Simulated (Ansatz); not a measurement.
Relaxation of Al2ClH3N (7 atoms, charge -1, multiplicity 1), to a largest force component of 0.02 eV/Å in at most 50 steps.

Computed with UKS PBE/def2-SVP in Ansatz 0.2.0.

```xyz
7
Properties=species:S:1:pos:R:3
N -2.289 0.610 0.227
Al -0.926 -0.178 -0.444
Al 1.553 -0.167 0.147
Cl -1.139 -1.476 -2.112
H -1.536 0.780 0.597
H 1.969 0.722 1.440
H 3.017 -0.734 -0.288
```

Where does it end, and by what steps?

It converged. Limits of this set-up: an anion without diffuse functions. After 36 steps the energy has fallen by 4.138 eV; H7 moved furthest, 1.91 Å. The start is strongly strained (largest force component 12 eV/Å), so its close contacts needn't be bonds. Parted: Al2–H5 (1.54 → 2.70 Å). Joined: N1–Al3 (3.92 → 1.88 Å).

```
step  energy less start (eV)  largest force component (eV/Å)  accepted
   0                  0.0000                          11.664       yes
   2                 -2.1854                           0.850       yes
   4                 -2.3986                           0.775       yes
   6                 -2.4641                           0.098       yes
   8                 -2.4686                           0.116       yes
  10                 -2.4757                           0.165       yes
  12                 -2.4803                           0.062       yes
  14                 -2.4822                           0.082       yes
  16                 -2.4848                           0.166       yes
  18                 -2.4882                           0.134       yes
  20                 -2.4964                           0.178       yes
  22                 -2.5034                           0.101       yes
  24                 -2.5644                           0.591       yes
  26                 -2.9159                           1.504       yes
  28                 -3.6665                           1.652       yes
  30                 -4.0497                           1.088       yes
  32                 -4.1268                           0.222       yes
  34                 -4.1355                           0.097       yes
  36                 -4.1377                           0.017       yes
```

```xyz
7
Properties=species:S:1:pos:R:3
N -0.582 0.404 -0.006
Al -0.507 -1.189 -0.862
Al 1.240 0.179 0.410
Cl -2.398 -1.901 -1.802
H -1.217 1.176 0.234
H 1.719 -0.182 1.937
H 2.394 1.070 -0.343
```

Run time: 55 s on 2 threads of Intel(R) Xeon(R) Platinum 8488C (Sapphire Rapids), on a shared host, peak memory 0.18 GiB.
